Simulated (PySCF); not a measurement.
Relaxation of singlet MoOCl4

These are results of B3LYP/[Mo def2-SVP with ECP28, O def2-SVP, Cl def2-SVP], scalar-relativistic core potentials, density fitting, no spin–orbit coupling, PySCF, not measurements. A (50,194) grid was used.

A hand-made trigonal bipyramidal (ligand arrangement 2) start, of C3v symmetry, held to at least that symmetry:

```xyz
6
charge 0 multiplicity 1, angstrom
Mo    0.0000    0.0000   -0.2144
O     0.0000    0.0000   -1.9944
Cl    0.0000    0.0000    2.1556
Cl    2.3700    0.0000   -0.2144
Cl   -1.1850    2.0525   -0.2144
Cl   -1.1850   -2.0525   -0.2144
```

Optimiser trace:
| step | E − E(last) (kJ/mol) | largest gradient (Eh/bohr) |
| --- | --- | --- |
| 0 | 47.16 | 0.08567 |
| 1 | 5.70 | 0.01418 |
| 2 | 0.48 | 0.00472 |
| 3 | 0.02 | 0.00130 |
| 4 | 0.00 | 0.00043 |
| 5 | 0.00 | 0.00007 |

It ends at C3v with Mo–Cl 2.271 Å (×3), Mo–Cl 2.395 Å, Mo–O 1.679 Å; Cl–Mo–Cl 87.5° (×3), Cl–Mo–Cl 119.8° (×3), Cl–Mo–O 92.5° (×3), Cl–Mo–O 180.0° (after a last refinement on a finer grid). The frequency run here used a shortcut that can spoil soft modes, so no verdict on minimum or saddle point is given. Other isomers or separated fragments may lie lower.

Final geometry:
```xyz
6
charge 0 multiplicity 1, angstrom
Mo    0.0000    0.0000   -0.2647
O     0.0000    0.0000   -1.9441
Cl    0.0000    0.0000    2.1302
Cl    2.2685    0.0000   -0.1664
Cl   -1.1342    1.9646   -0.1664
Cl   -1.1342   -1.9646   -0.1664
```

The relaxation took about 60 core-seconds on a shared host.
